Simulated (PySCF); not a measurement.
# GeO₂ + F₂ → GeF₂ + O₂

Level: PBE in the def2-TZVP basis family, all electrons, no relativity, computed in PySCF with density fitting; open shells unrestricted.

```csv
species,state and structure,E (Eh),ZPE (kJ/mol),H(298 K) − H(0) (kJ/mol),S° (J/(mol K))
GeO₂,"singlet, D∞h, Ge–O 1.636 Å (×2)",-2227.02573,13.8,11.9,246.4
F₂,"singlet, D∞h, F–F 1.413 Å",-199.42304,6.0,8.8,202.5
GeF₂,"singlet, C2v, Ge–F 1.772 Å (×2); F–Ge–F 97.8°",-2276.36612,9.1,12.0,272.7
O₂,"triplet, D∞h, O–O 1.219 Å",-150.24892,9.3,8.7,205.2
```

Q: What is the electronic reaction energy?

A: At PBE/def2-TZVP, ΔE = -436.5 kJ/mol from the differences of the total energies times 2625.5, downhill. Fluorination of this kind underlies dry etching and chamber cleaning.

Q: Add zero-point, thermal and entropy terms for 298.15 K and 1 bar.

A: ΔZPE = -1.4 and Δ[H(298) − H(0)] = 0.0 kJ/mol give ΔH° = -437.9 kJ/mol. ΔS° = 29.0 J/(mol K), so ΔG° = -437.9 − 298.15 × (0.0290) = -447 kJ/mol.

The structures come from searches over a few start shapes, so lower isomers are not excluded.
